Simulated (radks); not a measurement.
Values are calculated unless marked as measured or tabulated.
The bromine anion Br-, [Kr], held by a Watson sphere: a shell of charge +0.75 at radius R that stands for the Madelung well of a crystal (potential energy -0.75/R inside, -0.75/r outside, in hartree with lengths in bohr). Level of theory: scalar-relativistic Kohn-Sham, r2SCAN, spin-polarised, spherical densities, finite nucleus; meta-GGA in the generalised Kohn-Sham scheme; Fermi nuclear charge, rms radius of each element as measured or else 0.836 A^(1/3) + 0.57 fm (a radial shooting solver on a logarithmic mesh with Libxc functionals).

R (bohr)  e(3d) (eV)  e(4s) (eV)  e(4p) (eV)  <r> 4p (bohr)  sum of <r^2> (bohr^2)  X-ray form factor at sin(theta)/lambda = 0.2 1/angstrom
2.26         -64.602     -18.706      -6.379          2.150                  47.02                                                   27.853
2.7          -64.337     -18.180      -5.982          2.191                  48.48                                                   27.793
2.73         -64.319     -18.146      -5.954          2.193                  48.57                                                   27.790
3.01         -64.137     -17.840      -5.685          2.214                  49.37                                                   27.767
3.16         -64.035     -17.684      -5.541          2.224                  49.75                                                   27.758
4.62         -62.993     -16.417      -4.292          2.280                  52.12                                                   27.732
5.26         -62.590     -15.991      -3.861          2.290                  52.64                                                   27.731
